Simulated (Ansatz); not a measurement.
Gas-phase reaction (SMILES): COBOC [dimethoxyborane] + H+ → COB[OH+]C; protonation at O, whose ΔH is minus the proton affinity.

Structures are relaxed separately at B3LYP-D3(BJ)/def2-TZVP in Ansatz (a quantum-chemistry and plane-wave program), one conformer each, not searched for the lowest. Cores are frozen in the correlated levels unless marked. No spin-orbit coupling. No relativistic terms. Basis-set limits of correlation are two-point, X^-3; Hartree-Fock from the larger set. The bracket is a focal-point correction in the basis named. Thermal terms are rigid-rotor harmonic-oscillator values from B3LYP-D3(BJ) frequencies (Ansatz) at 298.15 K and 1 atm. 1 Eh = 627.5095 kcal/mol. The proton has no electrons: its energy is zero and its thermal terms are those of translation.

```json
[
 {"species": "COBOC", "E, RI-MP2/CBS(cc-pVTZ,cc-pVQZ)+[CCSD(T)-MP2]/cc-pVTZ (Ansatz) (Eh)": "-255.52801", "E, B3LYP-D3(BJ)/def2-TZVPD (Ansatz + dftd3) (Eh)": "-255.92695", "H - E (Eh)": "0.10627"},
 {"species": "H+", "E, RI-MP2/CBS(cc-pVTZ,cc-pVQZ)+[CCSD(T)-MP2]/cc-pVTZ (Ansatz) (Eh)": "0.00000", "E, B3LYP-D3(BJ)/def2-TZVPD (Ansatz + dftd3) (Eh)": "0.00000", "H - E (Eh)": "0.00236"},
 {"species": "COB[OH+]C", "E, RI-MP2/CBS(cc-pVTZ,cc-pVQZ)+[CCSD(T)-MP2]/cc-pVTZ (Ansatz) (Eh)": "-255.83035", "E, B3LYP-D3(BJ)/def2-TZVPD (Ansatz + dftd3) (Eh)": "-256.23025", "H - E (Eh)": "0.11877"}
]
```

Question: Work out ΔE and ΔH at 298.15 K at the first level, then ΔH at the second.

Answer: 
1. ΔE = [(-255.83035)] - [(-255.52801) + (0.00000)] = -0.30234 Eh = -189.7 kcal/mol at RI-MP2/CBS(cc-pVTZ,cc-pVQZ)+[CCSD(T)-MP2]/cc-pVTZ.
2. The terms H - E add up to 0.01014 Eh, so ΔH = (-0.30234 + (0.01014))×627.5095 = -183.4 kcal/mol.
3. At B3LYP-D3(BJ)/def2-TZVPD the same steps give ΔE = -190.3 and ΔH = -184.0 kcal/mol, a shift of -0.6 from the first level.
4. These values are not checked against measurement here, since the tables used lack a sound gas-phase enthalpy of formation for at least one species, or one in the same ion convention.
